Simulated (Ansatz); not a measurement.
Computed with Ansatz on PBE0-D4/def2-TZVP structures; ΔE is electronic, products minus reactants. CCSD(T)/CBS is the MP2 limit (def2-TZVPP, def2-QZVPP) plus CCSD(T) − MP2 in def2-TZVPP, frozen cores. This one scheme is used for every species. DFT in def2-TZVPP. B3LYP here is the variant with VWN-RPA as its local correlation; programs differ in this. Each species was taken in one conformer, which may not be the lowest.

`OC1([SiH2]F)BC1` + CH₃OH → `COC1(O)BC1` + `F[SiH3]`  (substitution at a C–Si bond)

| level | ΔE (kJ/mol) | difference from CCSD(T)/CBS |
| --- | --- | --- |
| PBE-D4 | 47.8 | -2.6 |
| r2SCAN-D4 | 45.7 | -4.7 |
| B3LYP-D4 | 45.6 | -4.8 |
| ωB97X-V | 42.3 | -8.1 |
| PBE | 46.5 | -3.9 |
| r2SCAN | 45.6 | -4.8 |
| PBE0 | 47.7 | -2.7 |
| B3LYP | 43.3 | -7.1 |
| HF/def2-TZVPP | 34.8 | -15.6 |
| MP2/def2-TZVPP | 50.5 | 0.1 |
| CCSD/def2-TZVPP | 44.5 | -5.9 |
| HF/def2-QZVPP | 35.3 | -15.1 |
| MP2/def2-QZVPP | 53.9 | 3.5 |
| HF/CBS(def2) | 35.4 | -15.0 |
| MP2/CBS(def2) | 56.0 | 5.6 |
| CCSD/CBS(def2) | 50.1 | -0.3 |
| CCSD(T)/CBS | 50.4 | 0 |

Largest T1 diagnostic among the species: 0.013.

In def2-TZVPP, CCSD(T) changes the Hartree–Fock value by +10.0 kJ/mol (the triples alone add +0.3 kJ/mol) and MP2 by +15.7 kJ/mol.
